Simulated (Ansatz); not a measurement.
Input file for `N[SiH2]N[CH2][AlH2]`:

```yaml
crystal:
  periodic: [false, false, false]
  atoms:
    - {symbol: N, position_ang: [-0.369106, 2.563390, -0.966521]}
    - {symbol: Si, position_ang: [-0.970474, 1.314213, 0.037101]}
    - {symbol: N, position_ang: [0.218315, 0.084833, 0.130921]}
    - {symbol: C, position_ang: [-0.054744, -1.291767, 0.513560]}
    - {symbol: Al, position_ang: [1.441338, -2.526596, 0.219488]}
    - {symbol: H, position_ang: [-0.598223, 3.523831, -0.775120]}
    - {symbol: H, position_ang: [-0.157547, 2.411879, -1.938565]}
    - {symbol: H, position_ang: [-2.194518, 0.595874, -0.428713]}
    - {symbol: H, position_ang: [-1.322378, 2.014625, 1.310141]}
    - {symbol: H, position_ang: [1.181001, 0.372282, 0.210778]}
    - {symbol: H, position_ang: [-0.387869, -1.393904, 1.562313]}
    - {symbol: H, position_ang: [-0.902867, -1.676436, -0.072716]}
    - {symbol: H, position_ang: [2.861419, -1.929450, -0.180421]}
    - {symbol: H, position_ang: [1.242555, -4.092075, 0.406656]}
basis:
  gaussian: {orbitals: def2-TZVPP}
correlation: {method: ccsd_t}
```

```sh
$ ansatz run in.yaml --threads 4 --pin off --events-out ev --progress --plain --max-ram 10444MiB
```

Output of Ansatz, abridged:

```
Functional definition: HF
1748 factors; integrals over basis functions are off by at most 1.5e-3 eV
mean field evaluation 1: about -18578.9993 eV, gradient 4.7e1 eV
mean field evaluation 2: about -18579.2341 eV, gradient 4.8e1 eV
mean field evaluation 4: about -18584.4396 eV, gradient 4.3e0 eV
mean field evaluation 8: about -18584.5136 eV, gradient 2.7e-1 eV
mean field -18584.51382520 eV, -682.9682860401 hartree, gradient 2.7e-6 eV, S^2 0.000000; 0 other end points of the search recorded, 0 dependent functions left out
13 core orbitals not correlated: weight in the atoms' cores, before any rotation towards them, 1.000 or more for the frozen orbitals, at most 0.000 for the correlated occupied ones
reference -18584.51382520 eV, -682.9682860401 hartree; 15, 15 occupied and 275, 275 virtual orbitals, 1748 factors
second order -21.99195350 eV of doubles, -0.00000000 eV of singles
cycle   1  -22.80393378 eV  change   -8.1e-1 eV  update   9.8e-2
cycle   2  -23.40984773 eV  change   -6.1e-1 eV  update   2.9e-2
cycle   3  -23.50086786 eV  change   -9.1e-2 eV  update   1.3e-2
cycle   4  -23.49209782 eV  change    8.8e-3 eV  update   3.2e-3
cycle   5  -23.49239330 eV  change   -3.0e-4 eV  update   1.5e-3
cycle   6  -23.49258034 eV  change   -1.9e-4 eV  update   4.5e-4
cycle   7  -23.49235017 eV  change    2.3e-4 eV  update   1.9e-4
cycle   8  -23.49233563 eV  change    1.5e-5 eV  update   7.2e-5
cycle   9  -23.49235820 eV  change   -2.3e-5 eV  update   2.8e-5
perturbative correction -0.86625350 eV, -0.0318342289 hartree
Total energy: -18608.87243690 eV, -683.8634485092 hartree
```

It took 5.9 min on 4 threads of an Intel Xeon Platinum 8375C on a shared host, with 3.8 GiB of host memory at the peak.

Correlation energy per correlated electron: -0.812 eV. T1 diagnostic: 0.0103.
